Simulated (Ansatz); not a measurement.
A calculation with Ansatz (development build ahead of 0.2.0).

```yaml
crystal:
  periodic: [false, false, false]
  atoms:
    - { symbol: B, position_ang: [0.0, 0.0, 0.0] }
    - { symbol: F, position_ang: [1.20554, 0.0, 0.0] }
    - { symbol: F, position_ang: [-0.60277, 1.04403, 0.0] }
    - { symbol: F, position_ang: [-0.60277, -1.04403, 0.0] }
basis:
  gaussian: { orbitals: def2-TZVP }
hamiltonian:
  xc: hf
correlation:
  method: mp2
  frozen_orbitals: { B: 1, F: 1 }
```

The input is written out in the form of the current development build from the run's settings.

The run gave:

```
Converged                       : yes
Reference energy                : -323.31059 hartree
Correlation energy              : -0.81955 hartree
Total energy                    : -324.13014 hartree
Spin squared of the determinant : 0.000
```

Caution: no unrestricted run beside it, a lower state can exist.
